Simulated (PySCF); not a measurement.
C7H13 (doublet state).
Cartesian coordinates in Å at the GFN2-xTB level; atoms count from 1:
```xyz
20
C7H13 angstrom
C     -2.0577    0.8883   -1.3458
C     -2.0957    1.7611   -0.0776
C     -1.0663    1.4522    0.9013
C      0.0601    0.8951    1.1997
C      1.0050    0.1272    0.2829
C      1.1980   -1.3059    0.7744
C      2.1595   -2.0788   -0.1212
H     -2.9255    1.1031   -1.9662
H     -1.1600    1.0930   -1.9235
H     -2.0709   -0.1653   -1.0780
H     -3.0761    1.6321    0.3965
H     -2.0079    2.8150   -0.3616
H      0.4320    0.9469    2.2208
H      1.9693    0.6431    0.2770
H      0.6138    0.1203   -0.7337
H      0.2295   -1.8112    0.7940
H      1.5852   -1.2909    1.7961
H      2.2859   -3.0967    0.2410
H      3.1350   -1.5968   -0.1384
H      1.7817   -2.1211   -1.1409
```

The hyperfine couplings belong to this conformer and change with its torsions.

As a line formula: `CC/[C]=C\CCC` [radical].

Computed, not measured: UKS B3LYP, pcH-1 on C H, non-relativistic, mean-field spin-orbit, GIAO (PySCF 2.14.0). Geometry: GFN2-xTB, one conformer, isolated molecule. The geometry wasn't refined by DFT: couplings that depend on bond lengths, twists or pyramidal angles can differ widely from those at the functional's own minimum. No stability test was run, so a lower SCF solution isn't excluded.

**Question.** Break the g tensor into its mass correction, gauge correction and orbital-Zeeman/spin–orbit terms.

**Answer.** 
```tsv
Δg (ppm)	1	2	3
relativistic mass correction	-158	-158	-158
gauge correction	42	1	1
orbital Zeeman/spin–orbit	-590	-31	568
total	-705	-187	411
```

So g = 2.00161, 2.00213, 2.00273 and g_iso = 2.00216; the tensor is rhombic: the two nearest values differ by 46 % of g3 − g1. Axes: g1 points within 11° of the C2–C3 bond.

**Question.** Average each term over the three axes. Which is largest in size?

**Answer.** The mass correction -158, the orbital-Zeeman/spin–orbit term -18 and the gauge correction 15 ppm, for a total of -160 ppm. The mass correction is the largest in size. The mass correction is the same along every axis, so the anisotropy comes from the other two: their spans along these axes are 41 (gauge) and 1158 ppm (orbital Zeeman/spin–orbit).

**Question.** At 9.387 GHz, how far is the centre of the isotropic spectrum from where a free electron (g = 2.002319) resonates?

**Answer.** B = hν/(g μB) with μB/h = 13.99624 MHz/mT gives 334.95 mT for the free electron and 334.98 mT at g_iso, 0.03 mT higher.

**Question.** In a frozen sample, at which fields do the three g values resonate at 9.5, 34, 94 and 263 GHz (hyperfine left aside), and which band first spreads them over more than twice a line width of 0.5 mT?

**Answer.** 
| band | GHz | B(g3) mT | B(g2) mT | B(g1) mT | spread mT |
| --- | --- | --- | --- | --- | --- |
| X | 9.5 | 338.91 | 339.02 | 339.10 | 0.19 |
| Q | 34.0 | 1212.96 | 1213.32 | 1213.63 | 0.68 |
| W | 94.0 | 3353.47 | 3354.47 | 3355.34 | 1.87 |
| J | 263.0 | 9382.57 | 9385.37 | 9387.80 | 5.23 |

The spread grows in proportion to the frequency. W band is the first where it exceeds 1.0 mT.

The Mulliken spin populations are largest on C3 (+1.00), C4 (-0.16) and C5 (+0.08). C3 is the only atom above +0.15. The positive populations add up to 1.23 and the negative ones to -0.23, together 2S = 1.

The HOMO–LUMO gaps are 6.05 eV among the α and 5.28 eV among the β orbitals.
